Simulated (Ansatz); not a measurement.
Two structures of F2HInSi2

Structure I is a singlet given by its coordinates and structure II is a triplet given by its coordinates. Both are isolated molecules in the gas phase, relaxed with B3LYP-D3(BJ)/def2-SVP.

I (Å):

```tsv
atom	x (Å)	y (Å)	z (Å)
F	-1.6962	-0.3644	2.4500
F	-1.9870	-1.8506	0.4284
In	0.5686	-1.7867	-1.2841
Si	-0.8836	-0.8570	1.1364
Si	1.1730	-0.2523	0.5868
H	0.3338	-2.8184	-2.6635
```

Close contacts (Å): F1–Si4 1.62, F2–Si4 1.65, In3–Si4 2.97, In3–Si5 2.49, Si4–Si5 2.21, In3–H6 1.74.

II (Å):

```xyz
6

F     0.1186   -0.3407    1.8099
F    -1.3538   -2.1732    0.7185
In   -2.5122   -1.2772   -1.6374
Si    0.1140   -1.3833    0.5553
Si    0.0843   -0.3551   -1.5900
H     1.1347   -2.4186    0.8912
```

Close contacts (Å): F1–Si4 1.63, F2–Si4 1.67, In3–Si5 2.76, Si4–Si5 2.38, Si4–H6 1.49.

Task: Estimate E(II) − E(I) at the level CCSD(T)/def2-SVP + ΔMP2/def2-TZVPP.

Result: Calculated at CCSD(T)/def2-SVP + ΔMP2/def2-TZVPP: E(II) − E(I) = −10.2 kcal/mol, so structure II lies lower.

The same difference at several levels:

```json
{"level": "B3LYP-D3(BJ)/def2-SVP", "geometry": "B3LYP-D3(BJ)/def2-SVP", "E(II) − E(I) (kcal/mol)": "−17.7", "departure from the last row (kcal/mol)": "−7.5", "job, with rough time for the two": "optimisation, 89 s"}
{"level": "HF/def2-SVP", "geometry": "B3LYP-D3(BJ)/def2-SVP", "E(II) − E(I) (kcal/mol)": "−38.4", "departure from the last row (kcal/mol)": "−28.2", "job, with rough time for the two": "part of the CCSD(T) run"}
{"level": "MP2/def2-SVP", "geometry": "B3LYP-D3(BJ)/def2-SVP", "E(II) − E(I) (kcal/mol)": "−8.9", "departure from the last row (kcal/mol)": "+1.3", "job, with rough time for the two": "part of the CCSD(T) run"}
{"level": "CCSD(T)/def2-SVP", "geometry": "B3LYP-D3(BJ)/def2-SVP", "E(II) − E(I) (kcal/mol)": "−14.0", "departure from the last row (kcal/mol)": "−3.8", "job, with rough time for the two": "single point"}
{"level": "CCSD(T)/def2-SVP + ΔMP2/def2-TZVPP", "geometry": "B3LYP-D3(BJ)/def2-SVP", "E(II) − E(I) (kcal/mol)": "−10.2", "departure from the last row (kcal/mol)": "", "job, with rough time for the two": "single point, 61 s"}
```

None of the levels shown reverses the order. The largest departure from CCSD(T)/def2-SVP + ΔMP2/def2-TZVPP is that of HF/def2-SVP, 28.2 kcal/mol. Levels run at GFN2-xTB geometries aren't shown. The last row adds to CCSD(T) the change of the MP2 difference between the two basis sets, here +3.8 kcal/mol, a large step that makes the value less sure. The triplet state of II needn't be its ground state.

With harmonic frequencies from B3LYP-D3(BJ)/def2-SVP (ideal gas, rigid rotor, one conformer each, 298.15 K, 1 atm): on the last row, ΔE + ΔZPE = −8.7 kcal/mol. A mode under 50 cm⁻¹ makes harmonic enthalpies and free energies unreliable, so none is given.

Open shells are spin-unrestricted. The correlated steps freeze 16 core orbitals; the filled d shell of In is correlated, in a basis made for valence electrons. Atoms past krypton carry core potentials in the def2 sets and no spin–orbit term is included. ΔG holds the spin degeneracy. Run with Ansatz 0.2.0; the last row on 1 thread of Intel(R) Xeon(R) 6975P-C (Granite Rapids) on a shared host.
